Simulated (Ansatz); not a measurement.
Calculated with Ansatz (gas phase, PBE0-D4/def2-TZVP geometries, no zero-point term in ΔE). CCSD(T)/CBS is the MP2 limit (def2-TZVPP, def2-QZVPP) plus CCSD(T) − MP2 in def2-TZVPP, frozen cores. This one scheme is used for every species. Functionals use def2-TZVPP. Each species was taken in one conformer, which may not be the lowest.

Consider the formal hydrolysis of a C–Si bond: `OC1([SiH2]F)BC1` + H₂O → `OC1(O)BC1` + `F[SiH3]`.

```
         level  ΔE (eV)
       ωB97X-V     0.57
MP2/def2-TZVPP     0.71
```

(1) What does CCSD(T)/CBS give? (Estimate.)

Largest T1 diagnostic among the species: 0.013.

## Answers

(1) Computed: +0.70 eV. The listed levels differ from it by -0.13, 0.01 eV.

The D4 term adds +0.09 eV with B3LYP and +0.05 eV with PBE0; it sums over pairs of atoms, weighted by their polarisabilities, and B3LYP, whose exchange is more repulsive, gets the larger term. In def2-TZVPP, CCSD(T) changes the Hartree–Fock value by +0.21 eV (the triples alone add +0.02 eV) and MP2 by +0.30 eV.

B3LYP here is the variant with VWN-RPA as its local correlation; programs differ in this.
